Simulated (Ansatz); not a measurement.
Cost and result for the atomization energy of `[CH3][Al]1[SiH2][SiH2]1` (11 atoms, 11 bonds).

Z-matrix (Å, degrees):
```
C
Al 1 1.947
H 1 1.092 2 112.3
H 1 1.094 2 110.5 3 -121.5
H 1 1.095 2 109.9 3 120.5
Si 2 2.411 1 150.3 3 159.4
Si 2 2.410 1 151.8 3 -22.1
H 6 1.491 2 143.8 1 62.4
H 6 1.500 2 98.5 1 -78.0
H 7 1.491 2 143.6 1 63.8
H 7 1.500 2 98.5 1 -76.1
```

Total charge 0; spin multiplicity 1. Geometry: relaxed with PBE0-D4/def2-TZVP. Program: Ansatz. All runs use 2 threads of an Arm Neoverse V2 on a shared host. Times are those of one run each, without the atoms' runs, and a repeat can differ threefold. Electronic energies, without spin–orbit coupling; frozen cores. CCSD(T)/CBS adds CCSD(T) − MP2 in def2-TZVPP to the MP2 limit, and its time is that of the two runs behind it. T1 = 0.014. B3LYP takes the VWN-RPA correlation (the form of Gaussian; ORCA's B3LYP/G). HSE06 is the plane-wave form, built on full-range PBE exchange.

CCSD(T)/CBS is a level of theory with its own doubt, some kJ/mol a heavy atom from the limit and from the frozen cores, so smaller differences don't rank the functionals.

```tsv
level	functions	wall time	atomization (kJ/mol)	difference from CCSD(T)/CBS	per bond
LDA (SPW92)/def2-TZVPP	255	2 s	3726.0	391.7	35.6
BLYP-D4/def2-TZVPP	255	3.4 s	3280.8	-53.5	-4.9
CCSD(T)/def2-SVP	103	3.5 s	3121.9	-212.4	-19.3
PBE-D4/def2-TZVPP (with forces)	255	3.8 s	3344.2	9.9	0.9
HSE06-D4/def2-TZVPP	255	4.9 s	3328.8	-5.5	-0.5
CAM-B3LYP-D4/def2-TZVPP	255	5.5 s	3320.4	-13.9	-1.3
B3LYP-D4/def2-TZVPP (with forces)	255	7 s	3318.0	-16.3	-1.5
B2PLYP/def2-TZVPP	255	8.5 s	3274.0	-60.3	-5.5
PBE-QIDH/def2-TZVPP	255	8.5 s	3309.5	-24.8	-2.3
ωB97M-V/def2-TZVPP (with forces)	255	19 s	3328.5	-5.8	-0.5
MP2/def2-QZVPP	477	32 s	3285.8	-48.5	-4.4
CCSD(T)/def2-TZVPP	255	7.8 min	3248.9	-85.4	-7.8
CCSD(T)/CBS(def2)	–	8.3 min	3334.3	0.0	0.0
```

Leaving LDA and LC-ωPBE aside and taking each functional with its dispersion term where it has one, the values, not all of them listed here, spread over 114.7 kJ/mol, from BHLYP-D4 to B97M-V. LDA lies +404.7 kJ/mol from PBE without D4, its usual overbinding. From PBE to PBE0 (25 % exact exchange), in def2-TZVPP and without D4, the atomization energy moves by −14.0 kJ/mol: exact exchange takes away binding that semilocal exchange gives to molecules. At CCSD(T), def2-SVP lies −212.4 kJ/mol from the extrapolated value and def2-TZVPP −85.4 kJ/mol: correlation converges slowly with the basis, and small sets miss more of it in the bonded molecule than in its fragments.
